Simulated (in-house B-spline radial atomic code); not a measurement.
Whole-atom quantities along the 31-electron series, configuration [Ar] 3d10 4s2 4p1. Computed with a radial B-spline atomic code at the basis-set limit: non-relativistic Hartree-Fock, average of the configuration, point nuclei.

This level leaves out relativity, spin-orbit splitting included, which matters for heavy ions.

```json
{"ion": "Ga", "Z": "31", "E/Z² (Eh)": "-2.0013", "Σ<r²> (bohr²)": "40.978", "n(0)/Z³ (bohr⁻³)": "0.68468", "Lamb diamagnetic shielding (ppm)": "2638.62", "repulsion over attraction": "0.16528"}
{"ion": "Ge+", "Z": "32", "E/Z² (Eh)": "-2.0265", "Σ<r²> (bohr²)": "28.848", "n(0)/Z³ (bohr⁻³)": "0.68611", "Lamb diamagnetic shielding (ppm)": "2751.15", "repulsion over attraction": "0.16322"}
{"ion": "As2+", "Z": "33", "E/Z² (Eh)": "-2.0507", "Σ<r²> (bohr²)": "22.787", "n(0)/Z³ (bohr⁻³)": "0.6875", "Lamb diamagnetic shielding (ppm)": "2862.91", "repulsion over attraction": "0.16083"}
{"ion": "Se3+", "Z": "34", "E/Z² (Eh)": "-2.0741", "Σ<r²> (bohr²)": "18.898", "n(0)/Z³ (bohr⁻³)": "0.68884", "Lamb diamagnetic shielding (ppm)": "2974.24", "repulsion over attraction": "0.15827"}
{"ion": "Br4+", "Z": "35", "E/Z² (Eh)": "-2.0966", "Σ<r²> (bohr²)": "16.123", "n(0)/Z³ (bohr⁻³)": "0.69013", "Lamb diamagnetic shielding (ppm)": "3085.27", "repulsion over attraction": "0.15563"}
{"ion": "Kr5+", "Z": "36", "E/Z² (Eh)": "?", "Σ<r²> (bohr²)": "?", "n(0)/Z³ (bohr⁻³)": "?", "Lamb diamagnetic shielding (ppm)": "?", "repulsion over attraction": "?"}
{"ion": "Rb6+", "Z": "37", "E/Z² (Eh)": "-2.1391", "Σ<r²> (bohr²)": "12.361", "n(0)/Z³ (bohr⁻³)": "0.69258", "Lamb diamagnetic shielding (ppm)": "3306.76", "repulsion over attraction": "0.15029"}
{"ion": "Sr7+", "Z": "38", "E/Z² (Eh)": "-2.1592", "Σ<r²> (bohr²)": "11.016", "n(0)/Z³ (bohr⁻³)": "0.69374", "Lamb diamagnetic shielding (ppm)": "3417.3", "repulsion over attraction": "0.14763"}
{"ion": "Zr9+", "Z": "40", "E/Z² (Eh)": "-2.1971", "Σ<r²> (bohr²)": "8.9656", "n(0)/Z³ (bohr⁻³)": "0.69593", "Lamb diamagnetic shielding (ppm)": "3638.12", "repulsion over attraction": "0.14243"}
{"ion": "Nb10+", "Z": "41", "E/Z² (Eh)": "-2.215", "Σ<r²> (bohr²)": "8.1663", "n(0)/Z³ (bohr⁻³)": "0.69697", "Lamb diamagnetic shielding (ppm)": "3748.42", "repulsion over attraction": "0.1399"}
{"ion": "Mo11+", "Z": "42", "E/Z² (Eh)": "-2.2322", "Σ<r²> (bohr²)": "7.477", "n(0)/Z³ (bohr⁻³)": "0.69797", "Lamb diamagnetic shielding (ppm)": "3858.67", "repulsion over attraction": "0.13743"}
{"ion": "Tc12+", "Z": "43", "E/Z² (Eh)": "-2.2489", "Σ<r²> (bohr²)": "6.8772", "n(0)/Z³ (bohr⁻³)": "0.69894", "Lamb diamagnetic shielding (ppm)": "3968.87", "repulsion over attraction": "0.13502"}
{"ion": "Ru13+", "Z": "44", "E/Z² (Eh)": "-2.2649", "Σ<r²> (bohr²)": "6.351", "n(0)/Z³ (bohr⁻³)": "0.69987", "Lamb diamagnetic shielding (ppm)": "4079.04", "repulsion over attraction": "0.13267"}
{"ion": "Rh14+", "Z": "45", "E/Z² (Eh)": "-2.2804", "Σ<r²> (bohr²)": "5.8863", "n(0)/Z³ (bohr⁻³)": "0.70077", "Lamb diamagnetic shielding (ppm)": "4189.17", "repulsion over attraction": "0.13038"}
{"ion": "Pd15+", "Z": "46", "E/Z² (Eh)": "-2.2953", "Σ<r²> (bohr²)": "5.4732", "n(0)/Z³ (bohr⁻³)": "0.70164", "Lamb diamagnetic shielding (ppm)": "4299.28", "repulsion over attraction": "0.12815"}
{"ion": "Ag16+", "Z": "47", "E/Z² (Eh)": "-2.3097", "Σ<r²> (bohr²)": "5.104", "n(0)/Z³ (bohr⁻³)": "0.70248", "Lamb diamagnetic shielding (ppm)": "4409.35", "repulsion over attraction": "0.12598"}
{"ion": "Cd17+", "Z": "48", "E/Z² (Eh)": "-2.3237", "Σ<r²> (bohr²)": "4.7725", "n(0)/Z³ (bohr⁻³)": "0.7033", "Lamb diamagnetic shielding (ppm)": "4519.41", "repulsion over attraction": "0.12387"}
{"ion": "In18+", "Z": "49", "E/Z² (Eh)": "?", "Σ<r²> (bohr²)": "?", "n(0)/Z³ (bohr⁻³)": "?", "Lamb diamagnetic shielding (ppm)": "?", "repulsion over attraction": "?"}
{"ion": "Sn19+", "Z": "50", "E/Z² (Eh)": "-2.3501", "Σ<r²> (bohr²)": "4.2028", "n(0)/Z³ (bohr⁻³)": "0.70485", "Lamb diamagnetic shielding (ppm)": "4739.47", "repulsion over attraction": "0.11982"}
{"ion": "Sb20+", "Z": "51", "E/Z² (Eh)": "-2.3627", "Σ<r²> (bohr²)": "3.9567", "n(0)/Z³ (bohr⁻³)": "0.70558", "Lamb diamagnetic shielding (ppm)": "4849.47", "repulsion over attraction": "0.11788"}
{"ion": "Te21+", "Z": "52", "E/Z² (Eh)": "-2.3749", "Σ<r²> (bohr²)": "3.7323", "n(0)/Z³ (bohr⁻³)": "0.7063", "Lamb diamagnetic shielding (ppm)": "4959.46", "repulsion over attraction": "0.116"}
{"ion": "I22+", "Z": "53", "E/Z² (Eh)": "?", "Σ<r²> (bohr²)": "?", "n(0)/Z³ (bohr⁻³)": "?", "Lamb diamagnetic shielding (ppm)": "?", "repulsion over attraction": "?"}
{"ion": "Xe23+", "Z": "54", "E/Z² (Eh)": "-2.3981", "Σ<r²> (bohr²)": "3.3386", "n(0)/Z³ (bohr⁻³)": "0.70766", "Lamb diamagnetic shielding (ppm)": "5179.41", "repulsion over attraction": "0.11239"}
```

Question: Fill in the row of Kr5+.

Answer: E/Z² (Eh): -2.1183; Σ<r²> (bohr²): 14.02; n(0)/Z³ (bohr⁻³): 0.69138; Lamb diamagnetic shielding (ppm): 3196.09; repulsion over attraction: 0.15296.

Question: Fill in the row of In18+.

Answer: E/Z² (Eh): -2.3371; Σ<r²> (bohr²): 4.4736; n(0)/Z³ (bohr⁻³): 0.70408; Lamb diamagnetic shielding (ppm): 4629.45; repulsion over attraction: 0.12182.

Question: Fill in the row of I22+.

Answer: E/Z² (Eh): -2.3867; Σ<r²> (bohr²): 3.5269; n(0)/Z³ (bohr⁻³): 0.70699; Lamb diamagnetic shielding (ppm): 5069.44; repulsion over attraction: 0.11417.

Question: With what power of Z does the column «Σ<r²> (bohr²)» change over this range?

Answer: A fit of the logarithm of its size against log Z from Z = 31 to 54 has slope -4.10. Unscreened non-relativistic hydrogenic orbitals would give -2.
